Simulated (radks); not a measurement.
Results of a calculation; reference values are marked as such.
Q: Radial electron density D(r) = 4 pi r^2 rho(r) of an atom or ion with 43 electrons. Level of theory: scalar-relativistic Kohn-Sham, PBE, spin-polarised, spherical densities, finite nucleus; Fermi nuclear charge, rms radius of each element as measured or else 0.836 A^(1/3) + 0.57 fm (a radial shooting solver on a logarithmic mesh with Libxc functionals).

| r (bohr) | D(r) (e/bohr) | spin D(r) |
|---|---|---|
| 0.003821 | 17.11 | 0.0379 |
| 0.004936 | 24.37 | 0.0531 |
| 0.006326 | 33.22 | 0.0706 |
| 0.008171 | 43.83 | 0.0894 |
| 0.01056 | 54.73 | 0.104 |
| 0.01353 | 63.57 | 0.107 |
| 0.01747 | 68.47 | 0.0898 |
| 0.02257 | 67.65 | 0.0524 |
| 0.02892 | 63.03 | 0.0132 |
| 0.03736 | 59.96 | 0.0134 |
| 0.04826 | 65.22 | 0.107 |
| 0.06185 | 78.15 | 0.286 |
| 0.07989 | 88.52 | 0.467 |
| 0.1032 | 83.34 | 0.555 |
| 0.1322 | 68.43 | 0.700 |
| 0.1708 | 63.68 | 1.15 |
| 0.2189 | 72.46 | 1.44 |
| 0.2828 | 69.28 | 0.749 |
| 0.3653 | 43.83 | -0.00720 |
| 0.4681 | 24.69 | 1.43 |
| 0.6046 | 24.51 | 4.26 |
| 0.781 | 23.99 | 4.72 |
| 1.001 | 13.90 | 2.70 |
| 1.293 | 4.254 | 0.810 |
| 1.67 | 0.6530 | 0.122 |
| 2.14 | 0.04774 | 0.00873 |
| 2.765 | 0.001098 | 0.000185 |

What is the nuclear charge?

A: Z = 53. The innermost maximum, from 1s, lies near gamma/Z bohr with gamma = sqrt(1 - (Z/c)^2) = 0.922, here 0.0174 bohr (found: 0.0191), and its height grows with Z. The density is that of the iodine ion I10+ in [Ar] 3d10 4s1 4p6 4d8; the configuration itself is not fixed sharply by these data, and Z only to a few units. D(r) has 4 maxima, at r = 0.0191, 0.0845, 0.243, 0.687 bohr, and minima at 0.0371, 0.160, 0.524 bohr, inside which lie 1.98, 11.21, 29.13 electrons.
